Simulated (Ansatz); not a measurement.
Born–Oppenheimer molecular dynamics of a periodic cell of 17 atoms, Na (host Na, host structure bcc, interstitial Na). It starts from a relaxed structure.

Computed with DFT PBEsol, scalar-relativistic, plane waves, PAW (Ansatz 0.2.0). Settings: accuracy low, cutoff 420 eV, k mesh 2x2x2, fermi-dirac smearing 0.1 eV, no spin polarisation.

```
ensemble        : NVT, Langevin thermostat
time step       : 2 fs
steps asked     : 200
set temperature : 600 K
friction        : 0.05 /fs
seed            : 39874
```

Frames 20 fs apart, positions in Å, forces in eV/Å.

Velocities at 140 fs (Å/ps):

```
Na 3.81 -1.24 3.35
Na 2.26 -2.22 -2.03
Na 6.80 8.01 -3.26
Na -9.36 4.52 4.76
Na -5.58 4.79 -2.25
Na -6.74 3.54 4.68
Na 8.00 -2.67 -7.56
Na 8.13 6.96 6.35
Na -3.66 2.42 -8.66
Na -3.45 2.98 1.25
Na -3.21 -4.64 -3.39
Na 0.95 -4.24 -0.20
Na -3.00 1.75 -2.01
Na -2.61 -6.33 8.43
Na 2.59 -1.99 3.56
Na -1.25 -1.24 3.38
Na -0.79 0.00 -4.87
```

```xyz
17
Lattice="8.4600 0.0000 0.0000 0.0000 8.4600 0.0000 0.0000 0.0000 8.4600" Properties=species:S:1:pos:R:3:forces:R:3 time_fs=140 energy_less_start_eV=0.870 T=591
Na 0.259 0.055 0.419 -0.15 0.04 0.15
Na 4.065 0.019 0.043 0.04 0.05 0.12
Na 0.053 4.033 -0.030 0.08 -0.18 -0.12
Na -1.132 -0.268 3.759 0.54 0.02 -0.15
Na 1.921 2.097 2.532 0.06 0.00 0.05
Na 4.314 4.518 0.072 -0.03 -0.24 0.09
Na 4.572 -0.458 3.912 -0.60 0.13 0.10
Na 6.756 2.588 2.326 -0.23 -0.29 -0.20
Na -0.246 4.426 4.374 0.15 0.13 0.27
Na 2.202 6.157 2.545 -0.25 0.06 -0.13
Na 2.146 2.343 6.442 0.29 0.40 0.00
Na 4.397 4.178 4.078 0.03 0.08 0.17
Na 6.907 5.916 1.637 -0.23 0.22 0.09
Na 6.352 2.029 6.234 0.00 0.01 0.12
Na 1.919 6.039 6.879 0.30 -0.35 -0.03
Na 6.202 6.609 6.632 0.15 -0.11 -0.05
Na 0.912 -0.095 5.905 -0.14 0.05 -0.48
17
Lattice="8.4600 0.0000 0.0000 0.0000 8.4600 0.0000 0.0000 0.0000 8.4600" Properties=species:S:1:pos:R:3:forces:R:3 time_fs=160 energy_less_start_eV=1.246 T=528
Na 0.234 -0.019 0.460 -0.15 0.10 0.16
Na 4.048 0.059 0.100 0.04 0.04 0.12
Na 0.128 4.104 -0.026 0.03 -0.27 -0.16
Na -1.253 -0.239 3.742 0.92 0.03 -0.13
Na 1.768 2.230 2.472 0.20 -0.08 0.06
Na 4.237 4.535 0.231 0.01 -0.24 0.05
Na 4.674 -0.444 3.745 -0.94 0.08 0.11
Na 6.829 2.693 2.420 -0.33 -0.44 -0.31
Na -0.204 4.468 4.263 0.18 0.21 0.53
Na 2.199 6.202 2.604 -0.25 0.07 -0.12
Na 2.113 2.326 6.432 0.26 0.37 0.00
Na 4.380 4.138 4.106 0.01 0.09 0.16
Na 6.935 5.836 1.624 -0.28 0.36 0.09
Na 6.271 1.919 6.341 0.07 0.11 0.08
Na 1.952 6.090 7.008 0.35 -0.35 -0.08
Na 6.237 6.612 6.642 0.06 -0.15 -0.02
Na 0.862 -0.152 5.921 -0.18 0.09 -0.55
17
Lattice="8.4600 0.0000 0.0000 0.0000 8.4600 0.0000 0.0000 0.0000 8.4600" Properties=species:S:1:pos:R:3:forces:R:3 time_fs=180 energy_less_start_eV=1.538 T=493
Na 0.231 -0.071 0.472 -0.21 0.20 0.22
Na 3.999 0.223 0.188 0.08 0.01 0.08
Na 0.150 4.134 0.018 0.12 -0.32 -0.34
Na -1.162 -0.207 3.746 0.79 0.06 -0.22
Na 1.638 2.306 2.421 0.31 -0.12 0.09
Na 4.191 4.457 0.265 0.05 -0.16 0.03
Na 4.739 -0.514 3.683 -0.84 0.06 0.11
Na 6.839 2.710 2.474 -0.44 -0.59 -0.37
Na -0.259 4.492 4.195 0.31 0.26 0.75
Na 2.193 6.291 2.566 -0.22 -0.01 -0.04
Na 2.102 2.348 6.341 0.19 0.35 0.03
Na 4.407 4.061 4.221 -0.06 0.16 0.07
Na 7.028 5.729 1.681 -0.43 0.56 0.02
Na 6.231 1.884 6.368 0.11 0.12 0.08
Na 1.944 6.288 7.111 0.47 -0.57 -0.02
Na 6.385 6.697 6.624 -0.10 -0.23 0.09
Na 0.798 -0.139 5.924 -0.14 0.23 -0.57
17
Lattice="8.4600 0.0000 0.0000 0.0000 8.4600 0.0000 0.0000 0.0000 8.4600" Properties=species:S:1:pos:R:3:forces:R:3 time_fs=200 energy_less_start_eV=1.379 T=563
Na 0.204 -0.089 0.519 -0.27 0.28 0.16
Na 4.001 0.303 0.147 0.12 0.01 0.08
Na 0.150 4.100 -0.128 0.01 -0.20 -0.15
Na -1.081 -0.171 3.796 0.64 0.01 -0.26
Na 1.781 2.297 2.268 0.13 -0.03 0.15
Na 4.199 4.426 0.267 0.04 -0.10 -0.02
Na 4.782 -0.520 3.672 -0.78 0.03 0.10
Na 6.761 2.628 2.439 -0.25 -0.42 -0.36
Na -0.318 4.473 4.306 0.32 0.16 0.54
Na 2.137 6.376 2.432 -0.14 -0.08 0.06
Na 2.128 2.464 6.336 0.19 0.22 0.00
Na 4.386 4.040 4.205 -0.03 0.17 0.08
Na 7.020 5.712 1.730 -0.32 0.42 -0.02
Na 6.388 1.909 6.452 0.00 0.11 0.05
Na 1.923 6.476 7.164 0.55 -0.77 0.06
Na 6.454 6.694 6.723 -0.14 -0.19 0.04
Na 0.801 -0.079 5.896 -0.07 0.37 -0.51
17
Lattice="8.4600 0.0000 0.0000 0.0000 8.4600 0.0000 0.0000 0.0000 8.4600" Properties=species:S:1:pos:R:3:forces:R:3 time_fs=220 energy_less_start_eV=1.050 T=656
Na 0.147 -0.057 0.494 -0.20 0.30 0.12
Na 4.055 0.391 0.154 0.07 -0.04 0.06
Na 0.045 4.100 -0.101 0.16 -0.27 -0.26
Na -1.029 -0.144 3.742 0.43 -0.01 -0.21
Na 1.771 2.325 2.299 0.10 -0.03 0.11
Na 4.225 4.397 0.206 0.05 -0.07 -0.01
Na 4.698 -0.543 3.697 -0.55 0.07 0.14
Na 6.632 2.498 2.204 -0.18 -0.19 -0.16
Na -0.319 4.422 4.440 0.18 0.06 0.25
Na 2.122 6.372 2.324 -0.14 -0.09 0.10
Na 2.212 2.557 6.289 0.13 0.17 0.06
Na 4.414 4.148 4.184 0.03 0.11 0.06
Na 7.053 5.721 1.730 -0.36 0.37 0.14
Na 6.497 1.856 6.509 -0.07 0.13 -0.01
Na 1.903 6.488 7.233 0.48 -0.71 0.05
Na 6.514 6.681 6.742 -0.16 -0.14 0.00
Na 0.876 -0.032 5.841 0.02 0.32 -0.46
17
Lattice="8.4600 0.0000 0.0000 0.0000 8.4600 0.0000 0.0000 0.0000 8.4600" Properties=species:S:1:pos:R:3:forces:R:3 time_fs=240 energy_less_start_eV=0.908 T=686
Na 0.175 0.025 0.463 -0.09 0.27 0.01
Na 4.081 0.430 0.124 0.01 -0.11 0.07
Na -0.046 4.128 -0.013 0.13 -0.24 -0.17
Na -1.048 -0.197 3.578 0.55 0.17 0.14
Na 1.770 2.353 2.433 0.09 -0.06 0.05
Na 4.175 4.376 0.252 0.11 -0.06 -0.02
Na 4.704 -0.700 3.800 -0.63 0.14 0.18
Na 6.563 2.343 2.083 -0.18 0.07 -0.05
Na -0.311 4.480 4.452 0.13 0.01 0.16
Na 2.076 6.358 2.215 -0.09 -0.05 0.18
Na 2.172 2.618 6.220 0.12 0.20 0.13
Na 4.465 4.274 4.203 0.03 0.02 0.05
Na 6.965 5.942 1.849 -0.34 -0.05 -0.14
Na 6.537 1.783 6.516 -0.05 0.15 -0.07
Na 1.880 6.396 7.221 0.40 -0.58 0.01
Na 6.586 6.647 6.783 -0.17 -0.09 -0.02
Na 0.969 -0.032 5.772 -0.02 0.21 -0.50
17
Lattice="8.4600 0.0000 0.0000 0.0000 8.4600 0.0000 0.0000 0.0000 8.4600" Properties=species:S:1:pos:R:3:forces:R:3 time_fs=260 energy_less_start_eV=0.987 T=765
Na 0.236 0.030 0.468 0.00 0.22 -0.14
Na 4.205 0.522 -0.006 -0.16 -0.24 0.16
Na -0.142 4.203 0.070 0.24 -0.32 -0.14
Na -1.004 -0.213 3.516 0.44 0.28 0.30
Na 1.804 2.309 2.413 0.07 -0.02 0.06
Na 4.086 4.407 0.395 0.21 -0.11 -0.04
Na 4.705 -0.893 3.924 -0.52 0.25 0.19
Na 6.568 2.298 2.128 -0.20 0.18 -0.02
Na -0.282 4.553 4.516 0.07 -0.03 -0.01
Na 2.029 6.364 2.208 -0.06 -0.03 0.19
Na 2.130 2.755 6.114 0.03 -0.02 0.20
Na 4.407 4.338 4.247 0.09 -0.07 0.04
Na 6.932 6.091 1.847 -0.40 -0.25 -0.17
Na 6.541 1.790 6.707 0.08 0.17 -0.24
Na 1.996 6.207 7.122 0.33 -0.34 0.01
Na 6.726 6.511 6.810 -0.28 0.03 -0.04
Na 0.962 -0.153 5.723 0.07 0.29 -0.35
17
Lattice="8.4600 0.0000 0.0000 0.0000 8.4600 0.0000 0.0000 0.0000 8.4600" Properties=species:S:1:pos:R:3:forces:R:3 time_fs=280 energy_less_start_eV=1.168 T=567
Na 0.218 0.115 0.577 0.09 0.00 -0.43
Na 4.146 0.720 -0.094 -0.19 -0.35 0.13
Na -0.134 4.285 0.023 0.28 -0.40 -0.01
Na -0.880 -0.250 3.512 0.19 0.28 0.31
Na 1.936 2.214 2.227 0.04 0.11 0.22
Na 3.965 4.446 0.360 0.38 -0.17 0.12
Na 4.692 -0.915 3.958 -0.35 0.33 0.20
Na 6.598 2.215 2.088 -0.23 0.30 0.02
Na -0.174 4.608 4.532 -0.02 -0.08 -0.11
Na 2.031 6.381 2.400 -0.07 -0.05 0.01
Na 2.161 2.884 6.030 -0.05 -0.29 0.16
Na 4.439 4.359 4.310 0.15 -0.09 -0.03
Na 6.903 6.111 1.840 -0.43 -0.29 -0.15
Na 6.519 1.885 6.751 0.17 0.14 -0.29
Na 2.142 6.024 7.071 0.16 0.11 -0.07
Na 6.811 6.438 6.829 -0.38 0.15 -0.07
Na 0.925 -0.263 5.660 0.26 0.31 -0.01
17
Lattice="8.4600 0.0000 0.0000 0.0000 8.4600 0.0000 0.0000 0.0000 8.4600" Properties=species:S:1:pos:R:3:forces:R:3 time_fs=300 energy_less_start_eV=1.189 T=438
Na 0.222 0.236 0.667 0.04 -0.14 -0.59
Na 4.122 0.763 -0.128 -0.14 -0.35 0.06
Na -0.033 4.301 0.025 0.09 -0.38 0.08
Na -0.789 -0.243 3.601 -0.10 0.18 0.08
Na 1.996 2.204 2.131 0.07 0.18 0.35
Na 4.014 4.369 0.341 0.40 -0.17 0.21
Na 4.683 -0.827 3.884 -0.30 0.31 0.18
Na 6.537 2.165 2.126 -0.22 0.34 0.02
Na -0.097 4.592 4.498 -0.15 -0.03 -0.14
Na 1.921 6.488 2.538 0.08 -0.17 -0.14
Na 2.109 2.966 5.994 -0.03 -0.45 0.16
Na 4.441 4.397 4.423 0.18 -0.04 -0.08
Na 6.777 6.150 1.754 -0.33 -0.19 -0.06
Na 6.565 1.893 6.653 0.15 0.13 -0.21
Na 2.229 5.926 7.196 0.03 0.45 -0.18
Na 6.776 6.481 6.815 -0.27 0.10 -0.08
Na 0.976 -0.290 5.558 0.49 0.21 0.36
17
Lattice="8.4600 0.0000 0.0000 0.0000 8.4600 0.0000 0.0000 0.0000 8.4600" Properties=species:S:1:pos:R:3:forces:R:3 time_fs=320 energy_less_start_eV=1.128 T=555
Na 0.122 0.307 0.708 0.02 -0.13 -0.64
Na 4.143 0.707 -0.204 -0.07 -0.28 0.05
Na 0.082 4.306 -0.033 -0.12 -0.38 0.17
Na -0.878 -0.201 3.587 0.03 0.15 0.15
Na 2.006 2.169 2.144 0.12 0.20 0.34
Na 4.089 4.348 0.310 0.37 -0.18 0.24
Na 4.713 -0.838 3.822 -0.41 0.26 0.15
Na 6.424 2.279 2.200 -0.17 0.28 -0.04
Na -0.177 4.568 4.414 -0.08 -0.01 -0.04
Na 1.836 6.490 2.547 0.14 -0.17 -0.17
Na 2.201 2.991 6.034 -0.12 -0.54 0.03
Na 4.496 4.415 4.516 0.16 0.01 -0.13
Na 6.721 6.112 1.640 -0.24 -0.13 0.03
Na 6.649 2.067 6.531 0.06 0.04 -0.11
Na 2.235 5.814 7.204 0.08 0.66 -0.22
Na 6.681 6.601 6.810 -0.17 0.02 -0.11
Na 1.039 -0.352 5.545 0.39 0.20 0.29
17
Lattice="8.4600 0.0000 0.0000 0.0000 8.4600 0.0000 0.0000 0.0000 8.4600" Properties=species:S:1:pos:R:3:forces:R:3 time_fs=340 energy_less_start_eV=1.148 T=445
Na -0.027 0.346 0.808 0.15 -0.05 -0.82
Na 4.035 0.709 -0.227 -0.02 -0.25 0.05
Na 0.232 4.348 -0.141 -0.32 -0.39 0.32
Na -0.925 -0.247 3.461 0.12 0.09 0.47
Na 2.031 2.126 2.292 0.09 0.18 0.26
Na 4.151 4.323 0.421 0.19 -0.13 0.12
Na 4.695 -0.785 3.788 -0.47 0.23 0.11
Na 6.327 2.331 2.302 -0.13 0.26 -0.05
Na -0.212 4.585 4.366 -0.04 -0.02 0.02
Na 1.786 6.408 2.522 0.21 -0.11 -0.16
Na 2.208 3.029 6.047 -0.06 -0.53 -0.05
Na 4.550 4.486 4.555 0.10 0.00 -0.12
Na 6.710 6.018 1.602 -0.21 -0.15 -0.02
Na 6.679 2.208 6.552 0.01 -0.04 -0.09
Na 2.282 5.844 7.182 0.26 0.68 -0.21
Na 6.621 6.666 6.720 -0.10 0.00 -0.02
Na 1.095 -0.333 5.527 0.22 0.22 0.17
17
Lattice="8.4600 0.0000 0.0000 0.0000 8.4600 0.0000 0.0000 0.0000 8.4600" Properties=species:S:1:pos:R:3:forces:R:3 time_fs=360 energy_less_start_eV=0.937 T=455
Na -0.162 0.378 0.663 0.22 -0.08 -0.49
Na 3.954 0.661 -0.160 0.02 -0.23 0.00
Na 0.249 4.327 -0.222 -0.28 -0.31 0.35
Na -0.850 -0.318 3.546 -0.02 0.18 0.15
Na 2.100 2.124 2.350 -0.06 0.08 0.21
Na 4.226 4.205 0.577 -0.03 0.04 -0.13
Na 4.619 -0.787 3.793 -0.28 0.29 0.11
Na 6.242 2.314 2.265 0.00 0.11 0.08
Na -0.241 4.659 4.315 0.02 -0.10 0.05
Na 1.936 6.389 2.480 0.03 -0.09 -0.18
Na 2.209 3.013 6.032 -0.03 -0.43 -0.03
Na 4.618 4.494 4.592 0.06 -0.03 -0.09
Na 6.707 6.009 1.584 -0.17 -0.08 -0.03
Na 6.724 2.161 6.627 -0.08 -0.01 -0.18
Na 2.278 5.980 7.150 0.42 0.32 -0.01
Na 6.558 6.660 6.675 -0.11 -0.01 0.05
Na 1.063 -0.397 5.564 0.26 0.33 0.16
```

Of the whole run (400 fs, mean temperature of the second half 548 K): A run of 0.4 ps of so small a system gives no equilibrium averages. Limits of this set-up: coarse k mesh, a small cell, in which the defect meets its images, a typed lattice constant that wasn't relaxed here, low accuracy level.

Time of the run: 32 min on 2 threads of Arm Neoverse V1, with other jobs on the host, peak memory 1.3 GiB.
